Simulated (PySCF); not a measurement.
**Two-component Hartree-Fock for I (iodine, neutral)**

Start: [Kr] 4d10 5s2 5p5; 5p1/2 filled at m_j = -1/2, +1/2; 5p3/2 filled at m_j = -1/2, +1/2, +3/2. Calculated with PySCF 2.14 in x2c-TZVPall-2c with one added diffuse shell each of s, p, d, f type (9s10p6d3f, 90 functions): generalised Hartree-Fock with the X2C-1e Hamiltonian and a Gaussian nucleus; one run each with spin-orbit coupling (SO) switched off, then screened by Boettger's factors.

| spinor shell | electrons | ε, spin-free (eV) | ε, screened SO (eV) | weight of nominal j (screened SO) | rms radius, screened SO (bohr) |
| --- | --- | --- | --- | --- | --- |
| 1s1/2 | 2 | -33334.2 | -33330.3 | 1.000 | 0.0311 |
| 2s1/2 | 2 | -5250.0 | -5248.9 | 1.000 | 0.127 |
| 2p1/2 | 2 | -4705.1 | -4912.8 | 1.000 | 0.109 |
| 3s1/2 | 2 | -1102.4 | -1102.0 | 1.000 | 0.334 |
| 3p1/2 | 2 | -921.59 | -961.73 | 1.000 | 0.327 |
| 3p3/2 | 4 | -921.59 | -903.21 | 1.000 | 0.338 |
| 3d3/2 | 4 | -651.26 | -658.22 | 1.000 | 0.311 |
| 3d5/2 | 6 | -651.26 | -646.16 | 1.000 | 0.314 |
| 4s1/2 | 2 | -211.14 | -210.96 | 1.000 | 0.787 |
| 4p1/2 | 2 | -151.92 | -159.77 | 1.000 | 0.826 |
| 4p3/2 | 4 | -151.92 | -148.18 | 1.000 | 0.855 |
| 4d3/2 | 4 | -62.755 | -63.751 | 0.998 | 0.988 |
| 4d5/2 | 6 | -62.755 | -61.858 | 0.999 | 0.999 |
| 5s1/2 | 2 | -23.922 | -23.863 | 1.000 | 2.15 |
| 5p1/2 | 2 | -10.993 | -11.778 | 0.907 | 2.59 |
| 5p3/2 | 3 | -10.993 | -10.557 | 0.938 | 2.71 |

Problem. Where does 2p3/2 lie, and what is the 2p spin-orbit splitting (screened SO)?

Solution. At -4611.3 eV, 301.44 eV above 2p1/2.

```csv
quantity,spin-free,screened SO
E (hartree),-7111.65292,-7113.79936
M_J,3/2,3/2
⟨J²⟩,3.765,3.765
⟨L²⟩,2.011,2.039
⟨S²⟩,0.754,0.781
```

Each row is a mean over spinors that exchange with the open shell spreads, by up to 2.391 eV (5s1/2).

Breit and QED terms are absent; they matter most for the inner s and p1/2 levels.

Densities and radii are taken from the X2C orbitals without a picture-change correction, which distorts them close to the nucleus.

Without spin-orbit coupling the j labels of p, d and f shells carry no meaning; the spin-free column gives the mean over the occupied spinors of each nl shell.
